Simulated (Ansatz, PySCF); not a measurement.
Donor–acceptor adduct: GaH3 (SMILES [GaH3]) (first 4 atoms) with H2O (SMILES O); geometry from B3LYP-D3(BJ)/def2-TZVP, rigid monomers moved along the line of their centres of mass till Ga1···O5 is 3.12 Å.
(charge 0, multiplicity 1):
```tsv
atom	x (Å)	y (Å)	z (Å)
Ga	0.3967	-0.3761	0.6852
H	1.8829	-0.0976	1.1226
H	-0.2292	-1.8111	0.8526
H	-0.2872	0.6261	-0.3304
O	-0.9289	0.8383	3.2306
H	-1.8906	0.7659	3.1921
H	-0.7241	1.7772	3.3214
```

Monomers are frozen at their geometry in the pair; levels with a basis set take the counterpoise correction.

Correlated levels freeze the cores. Filled d and f shells under p-block atoms count as core. CBS(a, b) extrapolates the correlation energy as X⁻³ and adds the Hartree–Fock energy of set b.

Run with Ansatz (Gaussian orbitals); PySCF for the dispersion terms. 

PBE/def2-TZVPPD gives -5.99 kcal/mol for the interaction energy.

Q: How do the other levels lie against it? Give each less PBE: PBE-D3(BJ)/def2-TZVPPD, r2SCAN/def2-TZVPPD, PBE0/def2-TZVPPD, wB97M-V/def2-TZVPPD, MP2/CBS(aug-cc-pVDZ, aug-cc-pVTZ), CCSD(T)/CBS(aug-cc-pVDZ, aug-cc-pVTZ).

A: PBE-D3(BJ)/def2-TZVPPD -0.56; r2SCAN/def2-TZVPPD -0.68; PBE0/def2-TZVPPD 0.02; wB97M-V/def2-TZVPPD -0.53; MP2/CBS(aug-cc-pVDZ, aug-cc-pVTZ) -0.61; CCSD(T)/CBS(aug-cc-pVDZ, aug-cc-pVTZ) -0.59 kcal/mol. 1 of 6 lie above PBE; the widest gap is to r2SCAN/def2-TZVPPD.

Ansatz is a quantum-chemistry and plane-wave program.
